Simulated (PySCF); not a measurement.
PySCF 2.14 output of an unrestricted LDA calculation on a single atom or ion in aug-cc-pCVTZ-DK, with the spin-free X2C one-electron Hamiltonian (Gaussian nucleus):

```
SCF conv_tol = 1e-09
number electrons alpha = 2  beta = 2
    P. A. M. Dirac.,  Math. Proc. Cambridge Philos. Soc. 26, 376 (1930)
    F. Bloch.,  Z. Phys. 57, 545 (1929)
    S. H. Vosko, L. Wilk, and M. Nusair.,  Can. J. Phys. 58, 1200 (1980)
cycle= 1 E= -50.7489982979072  delta_E= -0.0043  |g|= 0.0249  |ddm|= 0.0951
cycle= 2 E= -50.7490170238545  delta_E= -1.87e-05  |g|= 0.0024  |ddm|= 0.00889
cycle= 3 E= -50.7490172817505  delta_E= -2.58e-07  |g|= 4.35e-05  |ddm|= 0.00104
cycle= 4 E= -50.7490172819954  delta_E= -2.45e-10  |g|= 1.19e-07  |ddm|= 3.94e-05
converged SCF energy = -50.7490172819954  <S^2> = -3.5527137e-15  2S+1 = 1
```

The run itself started from symmetry-adapted Hartree-Fock orbitals and held the occupation by maximum overlap, on a logarithmic radial grid, so the iterations belong to that start.

Problem. Which element, charge and spin multiplicity is this?

Solution. N³⁺ (nitrogen, charge +3), multiplicity 1; the state was [He] 2s2, closed-shell 1S.
